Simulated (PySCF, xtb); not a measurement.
C₄H₄ClF, SMILES F[C@H]1C=C(C1)Cl.

xtb with GFN2-xTB at its own geometry gives an orbital gap of 4.56 eV and a dipole moment of 1.69 D.

Geometry optimised at TPSSh-D3(BJ)/def2-SVP. The structure was generated by enumeration; whether it is a known compound was not checked.

**Question.** What does PBE/def2-TZVP in PySCF give? (The exact figures need the calculation; the answer reports its results.)

**Answer.** gap 4.96 eV (levels -6.45 and -1.49 eV), dipole 1.16 D.
